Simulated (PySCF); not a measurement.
CH3Be (SMILES [Be][CH3]), doublet, at a GFN2-xTB geometry (such geometries of metal compounds can be far from the true shape) (the spin is typed, not shown lowest); PySCF with B3LYP/6-31G**.

Input for PySCF:
```python
from pyscf import gto, scf, dft

mol = gto.M(
    atom='''
Be   -0.908177   -0.557779   -0.751705
C     0.303123    0.186171    0.250898
H     0.872687   -0.530367    0.845757
H    -0.107342    0.896662    0.970902
H     1.048623    0.747798   -0.315222
''',
    basis='6-31g**',
    charge=0,
    spin=1,
    verbose=5,
)

mf = dft.UKS(mol)
mf.xc = 'b3lyp'
mf.kernel()
mf.analyze()
```

Q: Predict the main parts of the log of this PySCF run.

A: 
```
PySCF version 2.14.0

[INPUT] verbose = 5
[INPUT] max_memory = 4000
[INPUT] num. atoms = 5
[INPUT] num. electrons = 13
[INPUT] charge = 0
[INPUT] spin (= nelec alpha-beta = 2S) = 1
[INPUT] symmetry False subgroup None
[INPUT] Mole.unit = angstrom
[INPUT] Symbol           X                Y                Z      unit          X                Y                Z       unit  Magmom
[...]
[INPUT] ---------------- BASIS SET ----------------
[INPUT] l, kappa, [nprim/nctr], expnt,             c_1 c_2 ...
[INPUT] H
[...]
                                2.8253937         0.23472695
                                0.6401217         0.81375733
[...]
[INPUT] C
[...]
                                457.36951         0.0140373
                                103.94869         0.0688426
                                29.210155         0.2321844
                                9.286663          0.4679413
                                3.163927          0.362312
[...]
                                1.8812885         -0.1608542
                                0.5442493         1.1434564
[...]
                                1.8812885         0.316424
                                0.5442493         0.7443083
[...]
[INPUT] Be
[...]
                                189.93681         0.0148351
                                43.159089         0.0720906
                                12.098663         0.2371542
                                3.8063232         0.4691987
                                1.2728903         0.3565202
[...]
                                0.7478133         -0.2295064
                                0.2199663         1.1869167
[...]
                                0.7478133         0.2615506
                                0.2199663         0.7939723
[...]
nuclear repulsion = 19.5953875039045
number of shells = 21
number of NR pGTOs = 75
number of NR cGTOs = 43
basis = 6-31g**
ecp = {}

******** <class 'pyscf.dft.uks.UKS'> ********
method = UKS
initial guess = minao
damping factor = 0
level_shift factor = 0
DIIS = <class 'pyscf.scf.diis.CDIIS'>
diis_start_cycle = 1
diis_space = 8
diis_damp = 0
SCF conv_tol = 1e-09
SCF conv_tol_grad = None
SCF max_cycles = 50
direct_scf = True
direct_scf_tol = 1e-13
number electrons alpha = 7  beta = 6
XC library pyscf.dft.libxc version 7.1.2
    S. Lehtola, C. Steigemann, M. J. T. Oliveira, and M. A. L. Marques,  SoftwareX 7, 1–5 (2018)
XC functionals = b3lyp
[...]
converged SCF energy = -54.5981055841219  <S^2> = 0.75088149  2S+1 = 2.0008813
Total Energy =                         -54.598105584121853
[...]
To work with the spin densities directly, `use mulliken_meta_spin()` only printing them here.

 ** Mulliken spin pop alpha/beta on meta-lowdin orthogonal AOs **
 ** Mulliken Spin Density (per AO)  **
spin_pop of  0 Be 1s        0.00005
spin_pop of  0 Be 2s        0.64946
spin_pop of  0 Be 3s        0.00241
spin_pop of  0 Be 2px       0.06333
spin_pop of  0 Be 2py       0.02418
spin_pop of  0 Be 2pz       0.04354
spin_pop of  0 Be 3px       0.00234
spin_pop of  0 Be 3py       0.00090
spin_pop of  0 Be 3pz       0.00161
spin_pop of  0 Be 3dxy      0.00292
spin_pop of  0 Be 3dyz      0.00200
spin_pop of  0 Be 3dz^2     0.00000
spin_pop of  0 Be 3dxz      0.00531
spin_pop of  0 Be 3dx2-y2    0.00075
spin_pop of  1 C 1s       -0.00000
spin_pop of  1 C 2s        0.05423
spin_pop of  1 C 3s        0.01277
spin_pop of  1 C 2px       0.05513
spin_pop of  1 C 2py       0.02242
spin_pop of  1 C 2pz       0.03859
spin_pop of  1 C 3px       0.00924
spin_pop of  1 C 3py       0.00349
spin_pop of  1 C 3pz       0.00633
spin_pop of  1 C 3dxy      0.00070
spin_pop of  1 C 3dyz      0.00047
spin_pop of  1 C 3dz^2    -0.00000
spin_pop of  1 C 3dxz      0.00129
spin_pop of  1 C 3dx2-y2    0.00018
spin_pop of  2 H 1s       -0.00199
spin_pop of  2 H 2s        0.00070
spin_pop of  2 H 2px       0.00000
spin_pop of  2 H 2py       0.00008
spin_pop of  2 H 2pz      -0.00000
spin_pop of  3 H 1s       -0.00199
spin_pop of  3 H 2s        0.00070
spin_pop of  3 H 2px       0.00009
spin_pop of  3 H 2py      -0.00001
spin_pop of  3 H 2pz      -0.00001
spin_pop of  4 H 1s       -0.00199
spin_pop of  4 H 2s        0.00070
spin_pop of  4 H 2px      -0.00000
spin_pop of  4 H 2py      -0.00000
spin_pop of  4 H 2pz       0.00008
 ** Mulliken Spin Density (per atom)  **
spin density of  0 Be =      0.79879
spin density of  1 C =      0.20485
spin density of  2 H =     -0.00121
spin density of  3 H =     -0.00121
spin density of  4 H =     -0.00121
 ** Mulliken pop alpha/beta on meta-lowdin orthogonal AOs **
 ** Mulliken pop       alpha | beta **
In total             7.00000 | 6.00000
 ** Mulliken atomic charges   ( Nelec_alpha | Nelec_beta ) **
charge of  0Be =      0.64282  (     2.07798      1.27920 )
charge of  1C =     -0.96940  (     3.58712      3.38228 )
charge of  2H =      0.10886  (     0.44496      0.44618 )
charge of  3H =      0.10886  (     0.44496      0.44618 )
charge of  4H =      0.10886  (     0.44496      0.44617 )
Dipole moment(X, Y, Z, Debye):  0.19059,  0.11707,  0.15775
```
